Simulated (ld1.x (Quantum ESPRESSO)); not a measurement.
## What one change does to a pseudopotential (Mo (Z = 42), TM)

molybdenum, norm-conserving Troullier–Martins (Kleinman–Bylander form), made with ld1.x (Quantum ESPRESSO) 7.5 (BLYP, scalar-relativistic). Core [Kr], reference 4d4 5s0 5p0 (charge +2). Waves: 5s (bound, empty): rc 2.35 bohr; 4d (bound): rc 2.45 bohr; 5p (bound, empty): rc 2.90 bohr. Local part: the p channel. Core correction: a·sin(br)/r model core, default radius (core density twice the valence density).

Change: reference 4d5 5s0.75 5p0.

Cutoffs: the cutoffs (Ry, on a coarse ladder) from which the occupation-weighted sum of valence levels, in a spherical-Bessel basis at the reference potential, stays within 10 and 1 mRy of its value at 400 Ry; they do not see the model core or the augmentation charge, which bear on the density cutoff. Errors are all-electron minus pseudo energies relative to the spin-unpolarised reference configuration.

Problem. What does the change do?

Solution. The potential gets neither clearly harder nor softer (35 Ry and 40 Ry → 35 Ry and 40 Ry); a bound ghost appears in s, which as a rule spoils a file; the range in which the d phases agree widens (upper end -0.7 → 0.4).

```tsv
quantity	base	changed
cutoff, loose	35 Ry	35 Ry
cutoff, tight	40 Ry	40 Ry
bound ghosts	none	s
largest error over its own tests, meV	-422	-1789
s: phases at 3.14 bohr within 0.05 rad from the reference energy up to (Ry; the scan ends near 5)	-0.4	-0.2
p: phases at 3.14 bohr within 0.05 rad from the reference energy up to (Ry; the scan ends near 5)	1.0	1.2
d: phases at 3.14 bohr within 0.05 rad from the reference energy up to (Ry; the scan ends near 5)	-0.7	0.4
```

 A true bound ghost makes a file unfit for plane-wave use even where its test errors are small: the radial tests pick states by their node count and pass the ghost by.
